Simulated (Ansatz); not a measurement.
`[CH3][GeH]([OH])[F]` and `[OH][GeH]([F])[SH]` differ in one atom or group.

Ansatz, PBE0-D4/def2-TZVP geometries, multiplicity 1. Each molecule was computed in one conformer, which needn't be the lowest.

Scalar relativity is left out up to krypton.

```tsv
property	`[CH3][GeH]([OH])[F]`
HOMO–LUMO gap (PBE/def2-TZVPP) / eV	7.02
HOMO energy (PBE/def2-TZVPP) / eV	-7.32
size of the dipole moment (ωB97M-V/def2-TZVPP) / D	1.89
LUMO energy (PBE0/def2-TZVPP) / eV	0.64
HOMO energy (PBE0/def2-TZVPP) / eV	-8.93
LUMO energy (B3LYP/def2-TZVPP) / eV	0.27
```

(1) What does the change do to each property? (Best estimate.)

Results:

(1) Ansatz gave: 
| property | `[OH][GeH]([F])[SH]` | shift |
| --- | --- | --- |
| HOMO–LUMO gap (PBE/def2-TZVPP) / eV | 5.49 | -1.53 |
| HOMO energy (PBE/def2-TZVPP) / eV | -6.72 | 0.60 |
| size of the dipole moment (ωB97M-V/def2-TZVPP) / D | 2.04 | 0.15 |
| LUMO energy (PBE0/def2-TZVPP) / eV | -0.24 | -0.88 |
| HOMO energy (PBE0/def2-TZVPP) / eV | -8.02 | 0.91 |
| LUMO energy (B3LYP/def2-TZVPP) / eV | -0.58 | -0.85 |

With PBE0 the HOMO rises by 0.91 eV and the LUMO falls by 0.88 eV, so the gap narrows by about 1.79 eV. PBE moves the HOMO by 0.60 eV and ωB97M-V by 1.01 eV. The zero-point energy changes by -70.6 kJ/mol with -6 modes. Dipoles are sizes alone; their direction can turn.

B3LYP here is the variant with VWN-RPA as its local correlation; programs differ in this.
